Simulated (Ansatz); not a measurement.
Consider the formal exchange of groups at a C–B bond: `BB(C)CC` + `CC(C)(C)C` → `CCCC(C)(C)C` + `BBC`.

Computed with Ansatz on PBE0-D4/def2-TZVP structures; ΔE is electronic, products minus reactants. CCSD(T)/CBS is the MP2 limit (def2-TZVPP, def2-QZVPP) plus CCSD(T) − MP2 in def2-TZVPP, frozen cores. DFT in def2-TZVPP. Each species was taken in one conformer, which may not be the lowest.

`BB(C)CC`:

Cartesian coordinates in Å:
```
B 1.383 -0.513 1.102
B 0.143 -0.597 0.012
C -0.135 -1.935 -0.772
C -0.795 0.633 -0.281
C -0.339 2.015 0.168
H 2.511 -0.251 0.783
H 1.219 -0.723 2.274
H -1.174 -2.032 -1.101
H 0.169 -2.854 -0.267
H 0.474 -1.873 -1.686
H -1.083 0.637 -1.341
H -1.728 0.359 0.241
H 0.575 2.318 -0.348
H -1.092 2.783 -0.026
H -0.126 2.033 1.241
```

`CC(C)(C)C`:

Z-matrix (Å, degrees):
```
C
C 1 1.526
H 1 1.094 2 111.0
H 1 1.094 2 111.1 3 120.0
H 1 1.094 2 111.0 3 -120.0
C 2 1.526 1 109.5 3 -179.9
C 2 1.526 1 109.5 3 60.1
C 2 1.526 1 109.5 3 -59.9
H 6 1.094 2 111.0 1 60.1
H 6 1.094 2 111.0 1 -179.9
H 6 1.094 2 111.0 1 -59.9
H 7 1.094 2 111.1 1 -180.0
H 7 1.094 2 111.0 1 60.0
H 7 1.094 2 111.1 1 -59.9
H 8 1.094 2 111.0 1 -180.0
H 8 1.094 2 111.0 1 60.0
H 8 1.094 2 111.0 1 -60.0
```

`CCCC(C)(C)C`:

```xyz
23

C    -1.488   -0.558   -2.536
C    -1.214   -0.495   -1.042
C     0.154    0.094   -0.738
C     0.550    0.214    0.740
C     1.948    0.825    0.804
C     0.582   -1.159    1.407
C    -0.420    1.123    1.490
H    -2.472   -0.982   -2.747
H    -0.743   -1.175   -3.047
H    -1.451    0.438   -2.985
H    -1.290   -1.502   -0.619
H    -1.994    0.101   -0.558
H     0.917   -0.509   -1.248
H     0.213    1.094   -1.189
H     1.965    1.816    0.340
H     2.282    0.934    1.840
H     2.675    0.198    0.280
H    -0.409   -1.617    1.439
H     1.251   -1.840    0.872
H     0.941   -1.078    2.436
H    -0.482    2.107    1.016
H    -0.089    1.271    2.522
H    -1.427    0.702    1.525
```

`BBC`:

Z-matrix (Å, degrees):
```
C
B 1 1.564
H 1 1.091 2 116.3
H 1 1.100 2 106.4 3 120.0
H 1 1.095 2 111.4 3 -126.3
B 2 1.639 1 128.0 3 -9.5
H 2 1.210 1 116.2 3 172.3
H 6 1.201 2 122.0 1 93.1
H 6 1.201 2 122.4 1 -89.2
```

Question: Is it downhill or uphill in electronic energy at CCSD(T)/CBS, and by how much? (Estimate.)

Answer: Ansatz gave: Uphill: ΔE = +9.7 kcal/mol.

Question: What do these levels give: PBE-D4, r2SCAN-D4, PBE, HF/def2-TZVPP, MP2/def2-QZVPP, HF/CBS(def2)? (Best estimate.)

Answer: Computed: PBE-D4 10.6, r2SCAN-D4 10.7, PBE 11.1, HF/def2-TZVPP 10.1, MP2/def2-QZVPP 9.8, HF/CBS(def2) 10.1 kcal/mol.

Largest T1 diagnostic among the species: 0.011.
